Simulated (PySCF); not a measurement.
Species: C₅H₁₂N₂.
Structure used (GFN2-xTB), in Å, numbered top down from 1:
```xyz
19
C5H12N2 angstrom
C     -3.2582   -0.5598    0.4087
C     -2.1756    0.1785   -0.3654
N     -0.8780   -0.0629    0.2366
C      0.2163    0.5826   -0.4659
C      1.4992    0.3399    0.2578
N      2.5600    0.0714   -0.3538
C      3.7772   -0.1376    0.3650
H     -3.2240   -0.2717    1.4560
H     -4.2392   -0.3200    0.0069
H     -3.1093   -1.6357    0.3413
H     -2.2077   -0.1203   -1.4292
H     -2.3602    1.2568   -0.3204
H     -0.7070   -1.0645    0.2794
H      0.3212    0.2656   -1.5168
H      0.0171    1.6620   -0.4602
H      1.4314    0.4123    1.3535
H      4.1592   -1.1263    0.1087
H      4.5059    0.5986    0.0236
H      3.6617   -0.0596    1.4549
```

PySCF, density fitting, gas phase, GFN2-xTB geometry. The standard run uses grid level 2 after a coarse-grid start, the def2-universal JK fitting basis (with tight functions added where the orbital basis needs them), an energy threshold of 1e-9 Eh and DIIS. The changed runs have no coarse-grid stage.

Standard PBE0/def2-SVPD: E = -306.657291 Eh, HOMO -6.622 eV, LUMO -0.040 eV, dipole 0.768 D, 14 cycles (coarse-grid cycles included). What changes at PBE0/def2-SVPD with: start guess vsap, fitting basis def2-universal-jkfit?

E = -306.657294 Eh (-0.003 mEh), HOMO -6.622 eV (0.000), LUMO -0.040 eV (0.000), dipole 0.768 D (0.000), 14 SCF cycles. The result matches the standard run within 0.02 mEh and 0.003 eV.

The cycles:
```
cycle   1  E = -299.1124423573  dE =  5.711e+00  |g| = 4.346e+00  |ddm| = 2.062e+02
cycle   2  E = -272.5013092872  dE =  2.661e+01  |g| = 9.405e+00  |ddm| = 2.074e+02
cycle   3  E = -304.5440281358  dE = -3.204e+01  |g| = 2.857e+00  |ddm| = 2.488e+01
cycle   4  E = -306.0058747899  dE = -1.462e+00  |g| = 1.563e+00  |ddm| = 5.697e+00
cycle   5  E = -306.5422169581  dE = -5.363e-01  |g| = 6.908e-01  |ddm| = 2.837e+00
cycle   6  E = -306.6383581738  dE = -9.614e-02  |g| = 2.584e-01  |ddm| = 1.159e+00
cycle   7  E = -306.6566776662  dE = -1.832e-02  |g| = 5.230e-02  |ddm| = 5.623e-01
cycle   8  E = -306.6570823195  dE = -4.047e-04  |g| = 3.008e-02  |ddm| = 1.284e-01
cycle   9  E = -306.6572892096  dE = -2.069e-04  |g| = 4.613e-03  |ddm| = 5.819e-02
cycle  10  E = -306.6572936540  dE = -4.444e-06  |g| = 1.170e-03  |ddm| = 1.177e-02
cycle  11  E = -306.6572939757  dE = -3.217e-07  |g| = 3.339e-04  |ddm| = 3.056e-03
cycle  12  E = -306.6572939984  dE = -2.276e-08  |g| = 1.324e-04  |ddm| = 6.298e-04
cycle  13  E = -306.6572940020  dE = -3.510e-09  |g| = 6.003e-05  |ddm| = 2.934e-04
cycle  14  E = -306.6572940029  dE = -9.015e-10  |g| = 1.355e-05  |ddm| = 9.332e-05
```
